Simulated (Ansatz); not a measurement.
Consider the ligand exchange at a Li–Cl bond: `[Li][Cl]` + `C[Si](C)(C)O` → `[Li][O][Si](C)(C)C` + HCl.

Computed with Ansatz on PBE0-D4/def2-TZVP structures; ΔE is electronic, products minus reactants. CBS: MP2 limit from def2 TZ/QZ plus the TZ coupled-cluster correction, frozen cores. This one scheme is used for every species. Functionals use def2-TZVPP. For Li outer-core shells are correlated without core-valence functions, which leaves a few kJ/mol of doubt a bond. Each species was taken in one conformer, which may not be the lowest.

| species | r2SCANh energy (Eh) |
| --- | --- |
| `[Li][Cl]` | -467.77150 |
| `C[Si](C)(C)O` | -485.08849 |
| `[Li][O][Si](C)(C)C` | -492.04505 |
| HCl | -460.78455 |

(1) Work out ΔE.

Largest T1 diagnostic among the species: 0.011.

## Answers

(1) ΔE = (-492.04505) + (-460.78455) − (-467.77150) − (-485.08849) = 0.03039 Eh = +79.8 kJ/mol. CCSD(T)/CBS gives +71.7 kJ/mol.

In def2-TZVPP, CCSD(T) changes the Hartree–Fock value by −27.9 kJ/mol (the triples alone add −3.4 kJ/mol) and MP2 by −27.7 kJ/mol. The D4 term adds −3.8 kJ/mol with B3LYP and −2.2 kJ/mol with PBE0; it sums over pairs of atoms, weighted by their polarisabilities, and B3LYP, whose exchange is more repulsive, gets the larger term.

B3LYP here is the variant with VWN-RPA as its local correlation; programs differ in this.
